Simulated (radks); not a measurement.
The oxygen ion O2+, 6 electrons, occupied as [He] 2s2 2p1 7d1 (not the ground configuration).

Calculated with a radial shooting solver on a logarithmic mesh with Libxc functionals: Dirac Kohn-Sham, BLYP, spin-unpolarised, spherical densities, finite nucleus; open shells are shared between the two j in proportion to 2j + 1; Fermi nuclear charge, rms radius 2.6991 fm.

Energy parts (eV):
| part | energy |
|---|---|
| total | -1941.990 |
| kinetic | 1941.675 |
| electron-nucleus | -4299.345 |
| Hartree | 600.107 |
| exchange-correlation | -184.427 |

Orbitals (lengths in bohr, moments of r in powers of bohr; <r^-3> diverges for s and p1/2; r(90%) holds 90 % of the orbital's charge):
| orbital | occ. | eigenvalue (eV) | <1/r> | r(90%) | <r^-3> | <r^4> |
|---|---|---|---|---|---|---|
| 1s1/2 | 2 | -585.8031 | 7.646 | 0.356 | - | 0.007472 |
| 2s1/2 | 2 | -77.5954 | 1.491 | 1.52 | - | 2.248 |
| 2p1/2 | 0.333333 | -63.2793 | 1.408 | 1.51 | - | 2.202 |
| 2p3/2 | 0.666667 | -63.2159 | 1.406 | 1.51 | 8.513 | 2.210 |
| 7d3/2 | 0.4 | -2.5038 | 0.06805 | 27.8 | 0.009176 | 296400 |
| 7d5/2 | 0.6 | -2.5037 | 0.06806 | 27.8 | 0.009172 | 296400 |

The highest occupied level is 7d5/2 at -2.504 eV. The electron density at the nucleus is 328.9 e/bohr^3. The density falls to 0.001 e/bohr^3 at r = 2.35 bohr. Summed over all electrons, <r^2> = 484.5 bohr^2, which gives a Langevin (diamagnetic) susceptibility term of -384 x 10^-6 cm^3/mol.
